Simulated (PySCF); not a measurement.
CH5ISi, SMILES C[SiH2]I.

Geometry optimised at B3LYP-D3(BJ)/def2-SVP. The def2 effective core potentials stand for the cores of I; spin–orbit coupling is left out.

Level of theory: TDDFT-CAM-B3LYP/def2-SVPD (PySCF).

Vertical excitations. Isolated molecule, no solvent. State labels are in the subgroup Cs.

Problem. Estimate the UV-visible absorptions. (Estimate from the structure and the level; the computed values follow.)

Solution. 
```tsv
state	symmetry	energy (eV)	λ (nm)	f	main pairs
S1	A"	5.57	223	0.009	HOMO→LUMO 94 %
S2	A'	5.60	221	0.009	HOMO−1→LUMO 95 %
S3	A"	6.96	178	0.046	HOMO→LUMO+1 85 %
S4	A'	6.98	178	0.073	HOMO−1→LUMO+1 81 %
S5	A"	7.28	170	0.023	HOMO→LUMO+2 65 %, HOMO→LUMO+5 18 %
S6	A'	7.37	168	0.021	HOMO−1→LUMO+2 58 %, HOMO−2→LUMO 16 %, HOMO−1→LUMO+5 13 %
S7	A"	7.64	162	0.000	HOMO−1→LUMO+3 57 %, HOMO−1→LUMO+7 38 %
S8	A'	7.66	162	0.007	HOMO→LUMO+7 36 %, HOMO→LUMO+3 35 %, HOMO−2→LUMO 15 %, HOMO−1→LUMO+5 7 %
S9	A"	7.75	160	0.010	HOMO→LUMO+4 60 %, HOMO→LUMO+5 16 %, HOMO→LUMO+2 14 %
S10	A'	7.81	159	0.029	HOMO−1→LUMO+4 41 %, HOMO−1→LUMO+2 13 %, HOMO→LUMO+7 10 %, HOMO−1→LUMO+5 9 %
T1	A"	5.14	241	0	HOMO→LUMO 92 %
T2	A'	5.16	240	0	HOMO−1→LUMO 91 %
T3	A'	6.47	191	0	HOMO−2→LUMO 84 %
T4	A"	6.72	185	0	HOMO→LUMO+1 76 %
```
Triplets are in the Tamm–Dancoff approximation, which puts them higher than full response would, so one can lie above its singlet here.
